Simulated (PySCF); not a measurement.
## Identify the compound

Molecular formula: C5H8O4Si. Simulated spectra:

1H NMR (600 MHz, computed): δ 5.40 (s, 2H), 2.37 (s, 3H), 2.14 (s, 3H).

13C{1H} NMR (computed): δ 252.7 (C), 176.7 (C), 85.9 (C), 24.3 (CH3), 16.7 (CH3).

Non-relativistic Hamiltonian, one computed conformer, no solvent model, averaged over atoms made equivalent by symmetry, fast rotation or ring inversion. σ from GIAO-PBE0/pcSseg-1; structure optimised with GFN2-xTB; PySCF 2.14.0 with density-fitted response routines.

Referencing at the same level of theory: 1H, 13C vs TMS.

Problem. Which candidate is it?
A. C=CCOC(=O)C(=O)O[SiH3]
B. CO/C=C(/OC=O)C(=O)[SiH3]
C. C=C[C@@H]1O[SiH2]O[C@@H](C=O)O1
D. C=C[C@@H]1OC(=O)O[C@@H]1O[SiH3]
E. CC(=O)O[SiH2]OC(C)=C=O

Solution. E. 

- The formula gives 3 degrees of unsaturation (no ring in the answer).
- 5 carbon signals for 5 carbons: no two carbons are equivalent.
- Carbon types of the structure: 3 × C, 2 × CH3, leaving 2 H on heteroatoms.
- δC 252.7: central carbon of a ketene.
- δC 176.7: carbonyl carbon.
- δC 85.9: terminal carbon of a ketene.
- δC 16.7: allylic methyl carbon; aliphatic region, no heteroatom directly attached.
- δH 2.14: hydrogen on a methyl carbon α to a carbonyl; α to C=O.

The others: C=C[C@@H]1OC(=O)O[C@@H]1O[SiH3] would give 6 signals for carbon-bound and other non-exchanging H, not 3; C=C[C@@H]1O[SiH2]O[C@@H](C=O)O1 would give 8 signals for carbon-bound and other non-exchanging H, not 3; CO/C=C(/OC=O)C(=O)[SiH3] would give 4 signals for carbon-bound and other non-exchanging H, not 3; C=CCOC(=O)C(=O)O[SiH3] would give 5 signals for carbon-bound and other non-exchanging H, not 3.

Shifts are as computed. Against solution values, carbons near 30 ppm lie about +3 ppm off and those near 130 ppm about +5 ppm. Of 1309 compounds with measured shifts, 239 miss one by over three times the rms of a fit or turn the order of signals round; such compounds aren't used in these exercises. Multiplicities follow the n + 1 count of equivalent neighbours, as no J values were calculated; m marks all less simple cases, F and P coupling included.
